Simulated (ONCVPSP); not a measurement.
## Configuration tests for Zr (Z = 40) (ONCV)

zirconium (Zr), optimised norm-conserving Vanderbilt (ONCV), made with ONCVPSP 4.0.1 (PBE, fully relativistic). Core [Ar] 3d10, reference 4s2 4p6 4d2 5s1 (charge +1). Waves: 4s+5s: rc 2.30 bohr, ncon 3, nbas 7, qcut 5.7 1/bohr, 3 projectors, debl 2.75 Ha; 4p: rc 1.25 bohr, ncon 4, nbas 9, qcut 5.5 1/bohr, 1 projector; 4d: rc 1.70 bohr, ncon 4, nbas 8, qcut 5.7 1/bohr, 2 projectors, debl 1.1 Ha. Local part: polynomial inside 1.20 bohr (lpopt 5, dvloc0 0 Ha). Core correction: polynomial model core, fcfact 0.2.

Open shells are filled in proportion to 2j + 1.

Energies are relative to the spin-unpolarised reference configuration 4s2 4p6 4d2 5s1; without spin polarisation the order of configurations can differ from experiment.

Q: Give the all-electron excitation energy and the error of the potential for: 4s2 4p6 4d2 5s2; 4s2 4p6 4d2 5s0; 4s2 4p6 4d1 5s0; 4s2 4p6 4d2 5s1 5p1.

A:

| valence configuration | charge | ΔE all-electron (eV) | error AE − PS (meV) |
| --- | --- | --- | --- |
| 4s2 4p6 4d2 5s2 | 0 | -7.138 | -1.4 |
| 4s2 4p6 4d2 5s0 | +2 | 12.940 | -3.0 |
| 4s2 4p6 4d1 5s0 | +3 | 35.563 | +4.5 |
| 4s2 4p6 4d2 5s1 5p1 | 0 | -4.098 | +23 |

Levels in the configuration 4s2 4p6 4d2 5s2:

```json
{"level": "4s j=1/2", "all-electron (eV)": "-54.480", "pseudo (eV)": "-54.446"}
{"level": "4p j=3/2", "all-electron (eV)": "-31.885", "pseudo (eV)": "-31.880"}
{"level": "4p j=1/2", "all-electron (eV)": "-33.658", "pseudo (eV)": "-33.651"}
{"level": "4d j=5/2", "all-electron (eV)": "-3.548", "pseudo (eV)": "-3.552"}
{"level": "4d j=3/2", "all-electron (eV)": "-3.677", "pseudo (eV)": "-3.681"}
{"level": "5s j=1/2", "all-electron (eV)": "-4.439", "pseudo (eV)": "-4.437"}
```
